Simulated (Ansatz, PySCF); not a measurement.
Spin states of H2I2Zr (SMILES [I][ZrH2][I]), each relaxed with B3LYP-D3(BJ)/def2-TZVP.
State 1 (charge 0, multiplicity 1):
```xyz
5

Zr    -0.114    -0.053     0.064
I     -0.550     0.962    -2.398
I      2.408     0.120     1.009
H     -1.215     0.827     1.237
H     -0.582    -1.826     0.032
```
State 2 (charge 0, multiplicity 3):
```
atom    x (Å)    y (Å)    z (Å)
----  -------  -------  -------
Zr    -0.4243  -0.2295   0.2895
I      0.2931   1.0768  -2.2029
I      2.3916   0.4758   0.2102
H     -1.4875   0.7510   1.4624
H     -0.8266  -2.0445   0.1836
```

Singlets are restricted, other states unrestricted; no spin–orbit coupling, no relativity up to Kr; see below for the cores. The largest T1 diagnostic is 0.016.

Correlated levels freeze the inner cores; with def2 sets outer-core shells near the valence are correlated too.

Codes used: Ansatz (Gaussian basis) for Hartree–Fock, density functionals and correlated methods; PySCF for the dispersion terms. Values without a source in brackets are computed. In def2 rows elements past Kr take small-core potentials, without spin–orbit coupling.

| level | energy of the multiplicity-3 state less that of the multiplicity-1 state (kJ/mol) |
|---|---|
| PBE-D4/def2-TZVPP | 271.9 |
| BLYP-D4/def2-TZVPP | 272.7 |
| r2SCAN/def2-TZVPP | 277.7 |
| r2SCANh/def2-TZVPP | 274.3 |
| PBE0/def2-TZVPP | 270.2 |
| PBE0-D3(BJ)/def2-TZVPP | 269.1 |
| BHLYP-D4/def2-TZVPP | 263.2 |
| wB97X-V/def2-TZVPP | 279.2 |
| CCSD/def2-TZVPP | … |

Fill in the missing entries.


- CCSD/def2-TZVPP, energy of the multiplicity-3 state less that of the multiplicity-1 state (kJ/mol): 287.2

Ansatz is a program for electronic structure.
